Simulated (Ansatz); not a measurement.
`CO[SiH2]CF`, relaxed with RKS PBE-D4/def2-SVP in Ansatz 0.2.0 from a rough embedded geometry. The force threshold is 0.03 eV/Å; the program also tests the step.

Total charge 0; spin multiplicity 1.

Start:

```xyz
12

C    -0.870   -1.516   -0.621
O    -0.408   -0.338   -1.272
Si   -0.137    0.977   -0.302
C     1.188    0.890    0.913
F     0.954   -0.206    1.780
H    -0.979   -2.283   -1.464
H    -1.784   -1.394   -0.123
H    -0.057   -1.893    0.001
H    -1.473    1.293    0.362
H     0.094    2.154   -1.200
H     2.152    0.583    0.415
H     1.319    1.733    1.510
```

(1) How much energy does the relaxation release, and in how many steps? (Estimate.)

(2) Which bonds change most? (Best estimate.)

(3) Give the relaxed structure. (An estimate is asked.)

## Answers

(1) Computed: 51.29 kJ/mol, in 7 steps.

(2) Computed: Si3–C4 from 1.800 to 1.908 Å; C4–H12 from 1.041 to 1.116 Å; C1–H7 from 1.048 to 1.115 Å; C1–H6 from 1.145 to 1.110 Å.

(3) Computed: 
```xyz
12

C    -0.832   -1.558   -0.684
O    -0.438   -0.312   -1.235
Si   -0.228    1.066   -0.301
C     1.220    0.835    0.920
F     0.898   -0.181    1.831
H    -0.863   -2.310   -1.499
H    -1.848   -1.507   -0.225
H    -0.124   -1.912    0.099
H    -1.472    1.377    0.494
H     0.097    2.175   -1.258
H     2.153    0.553    0.379
H     1.437    1.774    1.480
```
